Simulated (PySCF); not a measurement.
Choosing a molecule for a target property.

Species are written as SMILES; each is one conformer at its optimised geometry, gas phase, non-relativistic unless stated; the electronic structure was computed with PySCF and density fitting.

The conformers computed, where there is a choice (atom-mapped SMILES and torsion angles):
- `[CH3:1][C@@H:2]([O:3][SiH3:4])[C@@H:5]([F:6])[C:7](=[O:8])[OH:9]`: C1–C2–O3–Si4 -93°, C1–C2–C5–F6 72°, C2–C5–C7–O8 117°, H–O9–C7–C5 179°
- `[CH3:1]/[CH:2]=[C:3](/[C:4]#[N:5])[O:6][SiH2:7][CH:8]([CH3:9])[CH3:10]`: C2–C3–O6–Si7 180°, C3–O6–Si7–C8 180°, O6–Si7–C8–C9 62°
- `[CH3:1][C:2](=[O:3])[SiH2:4][O:5][SiH2:6][SiH2:7][F:8]`: C1–C2–Si4–O5 170°, C2–Si4–O5–Si6 6°, Si4–O5–Si6–Si7 12°, O5–Si6–Si7–F8 165°

The conformers of `F[C@H]1CO[C@@H](O[SiH3])OC1`, `C[SiH2]O[C@@H]1CC[Si@H](O)C1` and `C=CCO[Si@](N)(O)C(=C)C` aren't listed.

Question: Wanted: HOMO energy between -8 eV and -7.8 eV (PBE0/pcSseg-1) and HOMO–LUMO gap above 6.5 eV (PBE0/pcSseg-1), at GFN2-xTB geometries. Which candidate meets both?
A. `C(=C(/O[SiH2]C(C)C)C#N)/C`
B. `C[SiH2]O[C@@H]1CC[Si@H](O)C1`
C. `C=CCO[Si@](N)(O)C(=C)C`
D. `C[C@@H](O[SiH3])[C@@H](F)C(=O)O`
E. `O1[C@H](O[SiH3])OC[C@H](F)C1`
F. `CC(=O)[SiH2]O[SiH2][SiH2]F`

Answer: E. Computed values:
```csv
species,HOMO energy,HOMO–LUMO gap
C[C@@H](O[SiH3])[C@@H](F)C(=O)O,-8.06 eV,7.81 eV
O1[C@H](O[SiH3])OC[C@H](F)C1,-7.94 eV,8.13 eV
C[SiH2]O[C@@H]1CC[Si@H](O)C1,-7.60 eV,8.26 eV
CC(=O)[SiH2]O[SiH2][SiH2]F,-7.40 eV,5.69 eV
C(=C(/O[SiH2]C(C)C)C#N)/C,-7.19 eV,6.14 eV
C=CCO[Si@](N)(O)C(=C)C,-7.06 eV,6.90 eV
```
